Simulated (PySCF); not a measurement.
## Ionising MgTl

MN15; Mg cc-pVDZ, Tl cc-pVDZ-PP with ECP60; scalar-relativistic core potentials (PySCF 2.14). Neutral (UKS): doublet (π ↑), Re = 3.043 Å, ωe = 137 cm⁻¹, De = 0.46 eV, HOMO -3.94 eV, LUMO -1.68 eV.

MgTl⁺ (UKS): singlet (closed shell), Re = 3.289 Å, ωe = 127 cm⁻¹. The energies at the minima are -372.16407 hartree for MgTl and -371.97348 for MgTl⁺.

Q: Work out the adiabatic ionisation energy, without and with harmonic zero-point energies (1 hartree = 27.2114 eV, 1 eV = 8065.5 cm⁻¹), and the change of the bond length.

A: At MN15: 0.19059 hartree = 5.186 eV between the minima; the zero-point term (127.0 − 137.0)/2 cm⁻¹ = -0.001 eV makes it 5.186 eV. Re changes by +24.6 pm against the neutral. The electron leaves a π orbital, and the longer bond of the ion fits a bonding orbital, or a change in how ionic the bond is.

Closed-shell solutions of metal pairs were not tested for spin polarisation, which can lower them a little. Weak bonds: MgTl. Basis-set superposition, not corrected here, can be much of De in a small basis, most of all at correlated wavefunction levels. These are scalar-relativistic numbers at best; spin–orbit coupling would shift them, the dissociation energy most. States were picked by a PBE0 search and need not be the measured ground states.
